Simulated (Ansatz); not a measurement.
`[SiH3][O][AlH][O][SiH3]`. Total charge 0; spin multiplicity 1.

```xyz
12

Si   -0.754   -2.011   -1.483
O    -0.256   -0.463   -1.522
Al    0.262    1.070   -1.083
O     0.496    1.440    0.536
Si    0.591    1.345    2.157
H    -1.927   -2.184   -2.378
H     0.342   -2.904   -1.943
H    -1.143   -2.404   -0.101
H     0.526    2.153   -2.181
H     1.902    1.874    2.615
H    -0.497    2.149    2.773
H     0.459   -0.066    2.611
```

**Question.** What are the harmonic wavenumbers in cm⁻¹ at PBE0-D4/def2-TZVP (Ansatz, finite differences of forces, unscaled)? (An estimate is asked.)

**Answer.** The calculation gave: 16, 18, 23, 53, 79, 109, 270, 491, 503, 587, 702, 733, 735, 737, 738, 955, 957, 957, 958, 979, 996, 1140, 1144, 2009, 2212, 2215, 2221, 2221, 2224, 2225.

**Question.** Is this a minimum?

**Answer.** Yes, all 30 modes are real.

**Question.** Give the ideal-gas thermochemistry at 298.15 K and 1 bar (rigid rotor, harmonic oscillator; point group C2, symmetry number 2).

**Answer.** Zero-point energy 174.7 kJ/mol; H(298) − E = 202.8 kJ/mol; entropy 441.0 J/(mol·K), of which translation 168.8, rotation 114.5, vibration 157.7; G(298) − E = 71.3 kJ/mol. Modes under 100 cm⁻¹ are hindered rotations or soft bends, so the harmonic entropy is rough.

**Question.** And at 400, 500, 600, 800 and 1000 K?

**Answer.** 
| T (K) | H − E (kJ/mol) | S (J/mol/K) | G − E (kJ/mol) |
| --- | --- | --- | --- |
| 400 | 217.7 | 484.0 | 24.1 |
| 500 | 234.7 | 521.8 | -26.2 |
| 600 | 253.5 | 556.0 | -80.1 |
| 800 | 295.2 | 615.8 | -197.5 |
| 1000 | 340.9 | 666.7 | -325.8 |
